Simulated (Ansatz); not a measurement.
Mulliken charges of `N#[C][GeH2][C]#N` from ωB97M-V/def2-TZVPP in Ansatz (PBE0-D4/def2-TZVP geometry).

| atom | x (Å) | y (Å) | z (Å) | charge (e) |
| --- | --- | --- | --- | --- |
| N1 | 0.596 | -2.374 | 1.261 | -0.018 |
| C2 | 0.475 | -1.307 | 0.846 | -0.175 |
| Ge3 | 0.312 | 0.485 | 0.193 | 0.184 |
| C4 | -0.989 | 0.422 | -1.209 | -0.175 |
| N5 | -1.767 | 0.417 | -2.057 | -0.018 |
| H6 | -0.214 | 1.372 | 1.314 | 0.101 |
| H7 | 1.649 | 0.918 | -0.394 | 0.101 |

**Question.** By hand: the dipole of these point charges (1 e Å = 4.8032 D).

**Answer.** Σ q r = (0.313, 0.511, 0.206) e Å, of length 0.634 e Å = 3.05 D.

**Question.** How does the dipole of the full density compare? (Estimate.)

**Answer.** Ansatz gave: (0.431, 0.702, 0.284) e Å, 4.19 D; the point charges give 0.73 times that, at 0° from its direction.

Point charges leave out the atoms' own dipoles, such as those of lone pairs, and Mulliken's split depends on the basis, so the two needn't agree.
